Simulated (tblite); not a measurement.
Start geometry of `C[Si@](O)([SiH3])C#N` from a force field or distance geometry (Å):
```
atom  x, y, z in Å
C1     1.6532   -0.7637   -0.1644
Si2    0.2437    0.4092    0.2280
O3     0.3737    0.9738    1.8122
Si4   -1.7491   -0.7753   -0.0432
C5     0.1359    1.7871   -1.0308
N6     0.0618    2.6578   -1.8067
H7     1.5553   -1.1532   -1.1838
H8     2.6152   -0.2442   -0.0842
H9     1.6675   -1.6115    0.5300
H10   -0.0046    1.8621    1.9810
H11   -1.7753   -1.9545    0.8831
H12   -1.8683   -1.2825   -1.4299
H13   -2.9134    0.0955    0.2909
```

Problem. What comes out of this run: tblite 0.8.0, GFN2-xTB geometry optimisation, gas phase?

Solution. 
```
atom  x, y, z in Å
C1     1.742   -0.697   -0.168
Si2    0.178    0.325    0.169
O3     0.442    0.961    1.651
Si4   -1.855   -0.767   -0.005
C5     0.216    1.745   -1.067
N6     0.183    2.605   -1.824
H7     1.731   -1.112   -1.172
H8     2.641   -0.095   -0.066
H9     1.820   -1.523    0.532
H10   -0.105    1.630    2.051
H11   -1.940   -1.912    0.909
H12   -2.077   -1.273   -1.360
H13   -2.981    0.113    0.332
```

The energy falls by 0.233 eV over 58 L-BFGS steps, the largest force on an atom goes from 2.67 to 0.009 eV/Å, and the atoms move by 0.161 Å rms after alignment. The bond that changes most is Si2–O3 (oxygen-bound silicon to silanol oxygen), which shortens by 0.053 Å. Bonds longer at the end by more than 0.005 Å: 2 of 12; shorter: 10. Among the angles that change most is C1–Si2–Si4, from 107.5° to 117.2°. Among the dihedrals that turn most is C5–Si2–O3–H10, from 26° to 59°. Rotational constants go from 2279, 1698, 1390 to 2374, 1681, 1355 MHz. The orientation of the end geometry is arbitrary; only internal coordinates are fixed.

Hardware: an Arm Neoverse N1 with one thread, shared host with 64 logical CPUs at a one-minute load of 61. Cost: 0.6 s wall.

Its GFN2-xTB frequencies are all real (lowest 21 cm⁻¹). The numbers are those of one conformer.

The numbers are calculated, not measured.
